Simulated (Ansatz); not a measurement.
Basis sets compared for BiH2Et (C2H7Bi). The state is a singlet with charge 0. Geometry PBE-D4/def2-SVP. Ansatz on 2 threads of Intel Xeon Platinum 8559C on a shared host; times are rough, and most runs start from earlier orbitals.

Cartesian coordinates in Å:
```
Bi -0.695 -0.314 -1.867
C 0.549 0.303 -0.003
C -0.325 0.506 1.227
H 0.772 -0.959 -2.732
H -1.013 -1.966 -1.166
H 1.076 1.233 -0.299
H 1.308 -0.489 0.144
H 0.278 0.832 2.103
H -1.104 1.282 1.068
H -0.847 -0.427 1.525
```

In the def2 sets Bi takes a core potential; there is no spin–orbit coupling. Another isomer (singlet) lies 0.21 eV lower at PBE0-D4/def2-TZVP; other spin states weren't run for this one.

Binding counts from free atoms (Bi quartet, C triplet, H doublet) in the same basis, without a counterpoise term.

```json
{"level": "PBE-D4/def2-SVP", "functions": "89", "energy (Eh)": "-294.8745", "HOMO (eV)": "-5.91", "LUMO (eV)": "-0.87", "binding per atom (eV)": "3.40", "wall time": "0.65 s"}
{"level": "PBE0-D4/def2-SVP", "functions": "89", "energy (Eh)": "-294.8673", "HOMO (eV)": "-6.92", "LUMO (eV)": "-0.13", "binding per atom (eV)": "3.35", "wall time": "0.75 s"}
```

(1) Estimate the rows for PBE-D4/def2-TZVP (with forces), PBE0-D4/def2-TZVP.

## Answers

(1) 
```csv
level,functions,energy (Eh),HOMO (eV),LUMO (eV),binding per atom (eV),wall time
PBE-D4/def2-TZVP (with forces),154,-294.9736,-5.98,-1.11,3.39,1.5 s
PBE0-D4/def2-TZVP,154,-294.9619,-6.96,-0.38,3.34,1.6 s
```
